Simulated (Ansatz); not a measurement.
Cartesian coordinates in Å:
```
S -2.1363 1.0180 -0.0359
B -0.7004 0.2216 -0.8013
O 0.3868 -0.0100 -0.0569
Al 1.6544 -0.4319 0.9492
Cl 1.5727 -2.2858 1.8968
H -2.8978 1.0269 -1.1396
H -0.7393 -0.0797 -1.9603
H 2.8600 0.5410 1.1480
```

Charge 0, multiplicity 1.

(1) List the PBE0/def2-TZVPP orbital energies in eV (Ansatz 0.2.0). (An estimate is asked.)

## Answers

(1) Computed: Occupied: -2767.35, -2422.35, -1529.05, -523.13, -259.21, -217.74, -197.46, -197.38, -197.36, -185.85, -161.56, -161.46, -161.41, -114.86, -74.98, -74.83, -74.77, -28.28, -22.87, -20.69, -15.84, -12.67, -12.28, -11.60, -11.39, -10.48, -9.88, -9.69, -9.35, -8.40, -7.81. Lowest empty: -1.05, -0.40, -0.20, 0.61, 1.15, 2.18, 2.43, 2.71.
